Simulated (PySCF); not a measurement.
# What a mistake does to a calculation on ClH2OSi cation

All numbers below are calculated, not measured. The program is PySCF 2.14.0, an open-source quantum chemistry code, run on an isolated molecule that a program drew, which may never have been made. The molecule is ClH2OSi cation (charge +1, singlet), drawn as the SMILES string `O[SiH+]Cl`.

Each row is a Hartree-Fock (HF) and frozen-core CCSD(T) single point in the cc-pV(D+d)Z basis, meant for a local HF minimum. Run 1 is clean. Each other run has one planted mistake out of seven kinds, and not every kind appears here: one electron removed, one electron added, multiplicity raised by two, geometry at a saddle point, minimal basis STO-3G, one bond length entered in bohr, all coordinates scaled. The reference is restricted for singlets and unrestricted otherwise, and also for a bond in bohr. Adding or removing an electron swaps singlet and doublet. Electrons count all cores. HOMO and LUMO are orbital energies over both spins, the gradient is its largest component, and the lowest frequency (negative if imaginary) is given only where the gradient is small. Bond lengths are over the 4 bonds as drawn. T1 is the CCSD diagnostic: over 0.02 (restricted) or 0.045 (unrestricted) a single reference is doubtful.

Geometry of the clean run:
```xyz
5
ClH2OSi cation, angstrom
O    -1.7213    0.0883    2.8471
Si   -2.8568    0.7660    3.6684
Cl   -3.9495    2.2182    2.9594
H    -1.3785    0.2207    1.9674
H    -3.0618    0.2534    5.0064
```

```
run  electrons  basis functions  <S^2>  HOMO (eV)  LUMO (eV)  gradient (hartree/bohr)  lowest frequency (cm^-1)  mean bond (Å)  longest bond (Å)      T1  HF (hartree)  CCSD(T) (hartree)                          mistake
  1         40               70  0.000     -19.50      -4.67                  2.5e-05                       280         1.4770             1.951  0.0148    -824.26980         -824.71036                         no fault
  2         40               70  0.657     -18.15      -6.03                  4.2e-02                         -         1.6891             1.951  0.0838    -824.10973         -824.55901  one bond length entered in bohr
  3         40               25  0.000     -18.00      -2.51                  3.7e-02                         -         1.4770             1.951  0.0230    -815.00699         -815.12397             minimal basis STO-3G
  4         40               70  0.000     -20.03      -4.00                  9.7e-02                         -         1.3618             1.799  0.0115    -824.22362         -824.65378           all coordinates scaled
  5         41               70  0.772      -6.02       2.69                  5.5e-02                         -         1.4770             1.951  0.0131    -824.46578         -824.91257                                ?
```

**Which mistake was planted in run 5, and what did it cost?**

It counts 41 electrons, one more than the clean run, at the same geometry and basis. So the mistake is: one electron added. Subtracting run 1 and multiplying by 627.51 kcal/mol a hartree, the energy moved by -123.0 kcal/mol in HF and -126.9 kcal/mol in CCSD(T).

Cautions from the logs. Run 2: T1 is over the limit, so its CCSD(T) energy is less reliable; run 3: T1 is over the limit, so its CCSD(T) energy is less reliable.
